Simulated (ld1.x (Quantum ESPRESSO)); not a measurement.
## An all-electron radial function and its pseudo partner (Al (Z = 13))

Columns: radius, all-electron u(r) and pseudo u(r) of the 2p shell (level -69.61 eV) of aluminium in the configuration [He] 2s2 2p6 3s2 3p1; BLYP, scalar-relativistic, RRKJ scheme, ld1.x (Quantum ESPRESSO) 7.5.

| r (bohr) | all-electron | pseudo |
| --- | --- | --- |
| 0.035 | 0.0680 | 0.0304 |
| 0.070 | 0.2181 | 0.1182 |
| 0.105 | 0.3978 | 0.2543 |
| 0.140 | 0.5774 | 0.4242 |
| 0.175 | 0.7412 | 0.6103 |
| 0.210 | 0.8820 | 0.7941 |
| 0.245 | 0.9971 | 0.9593 |
| 0.280 | 1.0869 | 1.0937 |
| 0.315 | 1.1529 | 1.1913 |
| 0.350 | 1.1974 | 1.2517 |
| 0.385 | 1.2232 | 1.2793 |
| 0.420 | 1.2330 | 1.2810 |
| 0.455 | 1.2296 | 1.2648 |
| 0.490 | 1.2154 | 1.2373 |
| 0.525 | 1.1924 | 1.2039 |
| 0.560 | 1.1627 | 1.1674 |
| 0.595 | 1.1277 | 1.1290 |
| 0.630 | 1.0889 | 1.0891 |
| 0.665 | 1.0473 | 1.0473 |
| 0.700 | 1.0040 | 1.0040 |
| 0.735 | 0.9595 | 0.9595 |
| 0.770 | 0.9147 | 0.9147 |
| 0.805 | 0.8699 | 0.8699 |
| 0.840 | 0.8257 | 0.8257 |
| 0.875 | 0.7822 | 0.7822 |
| 0.910 | 0.7398 | 0.7398 |

How many radial nodes do the two functions have?

The all-electron 2p function has n − l − 1 = 0; the pseudo-wave has 0.

At about which radius was the pseudo-wave matched?

0.70 bohr. The columns agree to 0.0005 from 0.63 bohr on; several derivatives are matched, so the curves merge somewhat inside the radius.

Is the pseudo-wave norm-conserving?

Yes: the RRKJ scheme keeps the norm inside the radius equal to the all-electron one, which fixes the energy derivative of the logarithmic derivative at the level.
